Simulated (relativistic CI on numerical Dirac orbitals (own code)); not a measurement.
Calculated at this level of theory: Dirac-Coulomb-Breit CI, orbitals from a KLI potential per configuration, a model potential for QED, unscaled Slater integrals (own radial code, finite nucleus).

The strongest absorption lines from the ground level of an ion, among the configurations computed and to levels below about 1820 eV (vacuum wavelength in nm, gf): 0.95377 (0.71), 1.0045 (1.6), 1.0117 (0.00072), 1.0739 (0.12), 1.1430 (0.25), 4.7053 (1.1), 6.1604 (0.31), 7.8494 (0.00036).

**Question.** Which ion is it?
A. I³³⁺
B. Pr⁴¹⁺
C. I³⁵⁺
D. Sn³²⁺

**Answer.** C. I³⁵⁺ has 18 electrons and the ground level 3s2 3p6 1S_0; the strongest line goes to 3s2 3p5 4d 1P°_1. The pattern of lines fixes the number of electrons, and along that sequence the line energies rise steadily with the charge (about as its square where n changes within one kind of shell, about linearly where n is kept but much faster in heavy ions where fine structure, which grows about as Z⁴, sets the gap, and irregularly where shells cross), which fixes Z. Configurations outside the model, such as inner-shell arrays, can give stronger lines. At this charge energies of transitions that change n are usually good to better than 1 %, and those within a shell (Δn = 0) to a few per cent.

LS names give the leading component of a level, which can be under half, so a name can repeat, a term be missing and a line seem to break the LS rules.
